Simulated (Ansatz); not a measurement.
In7As7⁺. Charge 1, multiplicity 2. Geometry PBE-D4/def2-SVP, that of the neutral singlet; atoms count from 1.

```xyz
14

In    1.844    0.043    1.196
In   -2.366    0.195   -0.616
In    2.246    0.736   -1.869
In    0.112   -1.847   -1.326
In    1.042   -3.544    1.775
In   -0.131    2.505   -0.249
In   -2.339    0.720    2.997
As   -1.579   -0.667   -3.058
As    2.684   -1.691   -0.809
As    0.084   -0.962    2.867
As   -0.176    1.346   -2.811
As   -2.529    2.499    0.676
As    2.454    2.515    0.224
As   -1.347   -1.848    1.004
```

In the def2 sets In takes a core potential; there is no spin–orbit coupling. Single mean-field runs in def2-TZVP are fitted with def2-universal-jkfit.

**Question.** Estimate the Mulliken populations from the PBE0/def2-TZVP orbitals of Ansatz.

**Answer.** 
| atom | charge (e) | spin (α − β) |
| --- | --- | --- |
| In1 | 0.44 | -0.03 |
| In2 | 0.42 | -0.05 |
| In3 | 0.43 | -0.01 |
| In4 | 0.41 | -0.01 |
| In5 | 0.48 | 0.04 |
| In6 | 0.40 | -0.01 |
| In7 | 0.53 | 0.27 |
| As8 | -0.12 | 0.04 |
| As9 | -0.38 | 0.06 |
| As10 | -0.38 | 0.17 |
| As11 | -0.24 | 0.02 |
| As12 | -0.32 | 0.36 |
| As13 | -0.27 | 0.04 |
| As14 | -0.41 | 0.11 |
Mulliken values depend strongly on the basis.

**Question.** Where does the spin sit?

**Answer.** Summed by element: In 0.19, As 0.81, of 1 unpaired in all. Largest on single atoms: As12 0.36, In7 0.27, As10 0.17.

**Question.** And the Mayer bond orders between heavy atoms (over 0.3)?

**Answer.** In1–As9 0.70 (2.78 Å); In1–As10 0.82 (2.63 Å); In1–As13 0.78 (2.72 Å); In2–As8 0.79 (2.71 Å); In2–As12 0.87 (2.65 Å); In2–As14 0.60 (2.80 Å); In3–As9 0.82 (2.68 Å); In3–As11 0.82 (2.67 Å); In3–As13 0.77 (2.75 Å); In4–As8 0.79 (2.69 Å); In4–As9 0.88 (2.63 Å); In4–As14 0.64 (2.75 Å); In5–As10 0.36 (2.96 Å); In6–As11 0.66 (2.81 Å); In6–As12 0.93 (2.57 Å); In6–As13 0.93 (2.63 Å); In7–As10 0.47 (2.95 Å); In7–As12 0.57 (2.93 Å); As8–As11 0.98 (2.47 Å); As10–As14 0.98 (2.51 Å).
